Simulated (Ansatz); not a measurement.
Basis-set extrapolation for CH8BNSi (`CBN[SiH3]`) (PBE0-D4/def2-TZVP geometry, frozen core, Ansatz 0.2.0). Multiplicity 1, RHF reference.

|  | def2-TZVPP | def2-QZVPP |
| --- | --- | --- |
| HF | -410.720198 | -410.735520 |
| MP2 correlation | -0.620813 | -0.662654 |
| CCSD(T) correlation | -0.696574 | not run |

Energies in hartree. Use E(X) = E(∞) + A·exp(−7.88·√X) for Hartree–Fock and E(X) = E(∞) + B·X^(−2.97) for correlation, with X = 3 and 4, and add CCSD(T) minus MP2 of the smaller set to the MP2 limit.

Question: What is the CCSD(T) energy at the basis-set limit?

Answer: HF limit: -410.735520 + (-0.015322) × 0.13774 = -410.73763. MP2 limit: -0.662654 + (-0.041841) × 0.74074 = -0.69365. Higher-order term: -0.696574 − (-0.620813) = -0.07576. Total: -411.50704 hartree, 237.0 kJ/mol below CCSD(T)/def2-TZVPP.
